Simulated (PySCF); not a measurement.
**Polarisability and C₆ of Cu²⁺ (copper, charge +2)**

[Ar] 3d9, 2D determinant. Calculation: PySCF 2.14, in aug-cc-pwCVTZ-PP with ECP10MDF; a scalar-relativistic core potential. Coupled (time-dependent) response in atomic units; α is the mean over directions.

```
method  mean α (bohr³)         α xx, yy, zz  C₆ (like pair)  S(−4)
   UHF           2.388  2.301, 2.301, 2.562           6.313  2.415
   PBE           3.002  2.878, 2.878, 3.252           8.066  5.039
```

S(−4) is the Cauchy moment in α(ω) = α(0) + S(−4) ω² + …

α(iu) at UHF:

```
u (hartree)  α(iu) (bohr³)
          0          2.388
     0.0500          2.382
      0.100          2.364
      0.200          2.298
      0.300          2.202
      0.500          1.974
      0.750          1.703
       1.00          1.479
       1.50          1.146
       2.00         0.9122
       3.00         0.6143
       5.00         0.3324
```

A single London oscillator, α(iu) = α/(1 + u²/ω²), gives C₆ = (3/4) ω α². Matching the computed C₆ needs ω = 4 × 6.313 / (3 × 2.388²) = 1.48 hartree.

For an ion, C₆ is the dispersion term alone; charge-induced terms of lower order in 1/R come first.

The components differ because the open shell of this determinant is not spherical; for a pure term their mean is the scalar polarisability.

Energies and moments cover only the electrons outside the core potential.
